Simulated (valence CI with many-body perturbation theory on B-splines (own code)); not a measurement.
## Pd XLII: electric-dipole lines

Calculated by relativistic CI+MBPT: three valence electrons over a frozen Dirac-Fock core [He], radial functions for each j: 11 s, 11 p, 10 d, 8 f, 5 g, 2 h, with the one-electron correlation potential Σ1, the two-electron term Σ2, the three-electron term Σ3, Breit, model QED; selected CI, second order for the rest, scaled by the run's own slope (own B-spline code, finite nucleus).

The last digits are not significant, and no measured levels were compared; by estimate large intervals hold to a few tenths of a per cent, small ones and those within an open d or f shell to about a per cent.

Lines 151 to 200 of 533 in falling wavelength, among levels below 5263.9 eV, chosen from the strongest by gf and those to the six lowest levels. Wavelengths and rates use the calculated energies. Electric multipoles are in the length gauge, E1 and E2 with the static RPA response of the core. Weak lines are less certain than strong ones. Lines between different terms over intervals too small for the method are left out, as are lines whose strength nearly cancels. Where a level lies close to another of its J and parity, the split of strength between their lines is uncertain. The highest levels of a list are the least certain.

Levels are named by their leading jj configuration (3d3/2^4 stands for four electrons in 3d with j = 3/2), which in mixed levels can hold well under half, so a name can repeat and another be missing. Letters in brackets count levels of one name in rising energy.

```csv
λ vac (nm),Upper,Lower,A (s⁻¹),S (a.u.) with core polarisation,S without
3.512,(2p1/2 2p3/2^2) J=5/2,(2s 2p1/2 2p3/2) J=5/2,1.47e+11,1.88e-02,1.89e-02
3.422,(2p1/2 2p3/2^2) J=3/2,(2s 2p1/2 2p3/2) J=3/2 [a],1.77e+11,1.40e-02,1.41e-02
1.079,(2s 2p3/2 4f7/2) J=5/2,(2s 2p3/2 3d3/2) J=3/2 [b],1.97e+12,7.33e-03,7.33e-03
1.066,(2s 2p1/2 4f5/2) J=5/2 [a],(2s 2p1/2 3d5/2) J=3/2,1.33e+12,4.76e-03,4.76e-03
1.066,(2s 2p1/2 4p3/2) J=5/2,(2s 2p1/2 3d5/2) J=7/2,1.13e+12,4.06e-03,4.06e-03
1.065,(2s 2p3/2 4s) J=5/2,(2s 2p3/2 3p3/2) J=5/2 [a],1.50e+12,5.37e-03,5.36e-03
1.064,(2s 2p3/2 4p3/2) J=5/2 [b],(2s 2p3/2 3d5/2) J=7/2 [b],1.18e+12,4.21e-03,4.21e-03
1.063,(2s 2p1/2 4f7/2) J=7/2 [a],(2s 2p1/2 3d5/2) J=5/2 [b],3.78e+12,1.79e-02,1.79e-02
1.063,(2p1/2^2 4s) J=1/2,(2p1/2^2 3p3/2) J=3/2,5.71e+12,6.76e-03,6.76e-03
1.061,(2s 2p3/2 4s) J=3/2 [a],(2s 2p3/2 3p3/2) J=5/2 [a],2.25e+12,5.29e-03,5.29e-03
1.060,(2s 2p1/2 4s) J=1/2 [a],(2s 2p1/2 3p3/2) J=3/2 [a],5.74e+12,6.75e-03,6.74e-03
1.059,(2s 2p1/2 4s) J=3/2,(2s 2p1/2 3p3/2) J=5/2,4.42e+12,1.04e-02,1.04e-02
1.059,(2s 2p1/2 4s) J=1/2 [b],(2s 2p1/2 3p3/2) J=3/2 [b],3.49e+12,4.08e-03,4.08e-03
1.059,(2s 2p3/2 4p3/2) J=7/2,(2s 2p3/2 3d5/2) J=9/2,1.04e+12,4.89e-03,4.89e-03
1.056,(2s 2p3/2 4f7/2) J=3/2,(2s 2p3/2 3d5/2) J=1/2,1.76e+13,4.09e-02,4.09e-02
1.056,(2s 2p3/2 4p1/2) J=3/2 [b],(2s 2p3/2 3d5/2) J=1/2,9.50e+12,2.21e-02,2.21e-02
1.053,(2s 2p3/2 4f5/2) J=9/2,(2s 2p3/2 3d5/2) J=7/2 [a],1.80e+12,1.04e-02,1.04e-02
1.052,(2s 2p1/2 4f7/2) J=7/2 [b],(2s 2p3/2 3s) J=5/2,8.10e+12,3.73e-02,3.73e-02
1.052,(2s^2 4s) J=1/2,(2s^2 3p3/2) J=3/2,4.18e+12,4.80e-03,4.80e-03
1.051,(2s 2p3/2 4s) J=5/2,(2s 2p3/2 3p3/2) J=7/2,3.76e+12,1.30e-02,1.29e-02
1.051,(2s 2p3/2 4f7/2) J=7/2,(2s 2p3/2 3d5/2) J=7/2 [a],7.22e+12,3.31e-02,3.31e-02
1.051,(2s 2p3/2 4f7/2) J=9/2,(2s 2p3/2 3d5/2) J=7/2 [a],3.94e+13,2.26e-01,2.26e-01
1.050,(2s 2p3/2 4s) J=3/2 [b],(2s 2p3/2 3p3/2) J=5/2 [b],3.13e+12,7.17e-03,7.16e-03
1.050,(2s 2p1/2 4f5/2) J=7/2,(2s 2p1/2 3d5/2) J=5/2 [b],2.91e+12,1.33e-02,1.33e-02
1.050,(2s 2p3/2 4s) J=3/2 [a],(2s 2p3/2 3p3/2) J=3/2 [a],1.93e+12,4.41e-03,4.41e-03
1.050,(2s 2p1/2 4f5/2) J=5/2 [b],(2s 2p1/2 3d5/2) J=3/2,1.97e+12,6.75e-03,6.75e-03
1.049,(2s 2p3/2 4f5/2) J=5/2,(2s 2p3/2 3d5/2) J=3/2 [a],1.50e+12,5.12e-03,5.12e-03
1.048,(2s 2p1/2 4f5/2) J=5/2 [a],(2s 2p1/2 3d3/2) J=3/2 [b],3.93e+12,1.34e-02,1.34e-02
1.048,(2p1/2^2 4f5/2) J=5/2,(2p1/2^2 3d5/2) J=5/2,2.80e+12,9.55e-03,9.55e-03
1.047,(2s 2p1/2 4f7/2) J=5/2,(2s 2p1/2 3d5/2) J=3/2,3.65e+13,1.24e-01,1.24e-01
1.047,(2s 2p1/2 4f7/2) J=5/2,(2s 2p1/2 3d5/2) J=5/2 [b],2.78e+12,9.43e-03,9.43e-03
1.047,(2s 2p1/2 4f7/2) J=7/2 [b],(2s 2p1/2 3d5/2) J=5/2 [b],2.75e+13,1.24e-01,1.24e-01
1.046,(2p1/2^2 4f7/2) J=7/2,(2p1/2^2 3d5/2) J=5/2,4.21e+13,1.90e-01,1.90e-01
1.045,(2s 2p1/2 4f5/2) J=5/2 [a],(2s 2p1/2 3d5/2) J=5/2 [a],1.88e+12,6.34e-03,6.34e-03
1.045,(2s 2p3/2 4f7/2) J=5/2,(2s 2p3/2 3d5/2) J=3/2 [a],2.65e+13,8.93e-02,8.94e-02
1.044,(2s 2p3/2 4f7/2) J=3/2,(2s 2p3/2 3d5/2) J=3/2 [a],7.19e+12,1.61e-02,1.61e-02
1.043,(2s 2p3/2 4p1/2) J=3/2 [b],(2s 2p3/2 3d5/2) J=3/2 [a],4.83e+12,1.08e-02,1.08e-02
1.042,(2s 2p1/2 4f7/2) J=7/2 [a],(2s 2p1/2 3d5/2) J=5/2 [a],2.88e+13,1.29e-01,1.29e-01
1.042,(2s 2p3/2 4f7/2) J=7/2,(2s 2p3/2 3d5/2) J=5/2 [a],3.28e+13,1.47e-01,1.47e-01
1.042,(2s 2p1/2 4f5/2) J=7/2,(2s 2p1/2 3d5/2) J=7/2,3.17e+12,1.41e-02,1.41e-02
1.041,(2s^2 4f5/2) J=5/2,(2s^2 3d5/2) J=5/2,2.90e+12,9.68e-03,9.69e-03
1.041,(2s 2p3/2 4f7/2) J=5/2,(2s 2p3/2 3d5/2) J=5/2 [a],1.26e+13,4.20e-02,4.20e-02
1.039,(2s 2p1/2 4f7/2) J=9/2,(2s 2p1/2 3d5/2) J=7/2,4.32e+13,2.40e-01,2.40e-01
1.039,(2s^2 4f7/2) J=7/2,(2s^2 3d5/2) J=5/2,4.36e+13,1.93e-01,1.93e-01
1.038,(2s 2p1/2 4f7/2) J=7/2 [b],(2s 2p1/2 3d5/2) J=7/2,3.08e+12,1.36e-02,1.36e-02
1.037,(2s^2 4f5/2) J=5/2,(2s 2p1/2 3p1/2) J=3/2,5.57e+12,1.84e-02,1.84e-02
1.034,(2s 2p1/2 4f7/2) J=7/2 [a],(2s 2p1/2 3d3/2) J=5/2,1.08e+13,4.73e-02,4.74e-02
1.033,(2s 2p1/2 4f5/2) J=3/2,(2s 2p1/2 3d3/2) J=3/2 [b],1.10e+13,2.39e-02,2.39e-02
1.033,(2s 2p1/2 4f5/2) J=5/2 [b],(2s 2p1/2 3d3/2) J=3/2 [b],2.77e+13,9.04e-02,9.04e-02
1.033,(2s 2p1/2 4f5/2) J=3/2,(2s 2p1/2 3d3/2) J=1/2,2.97e+13,6.45e-02,6.45e-02
```
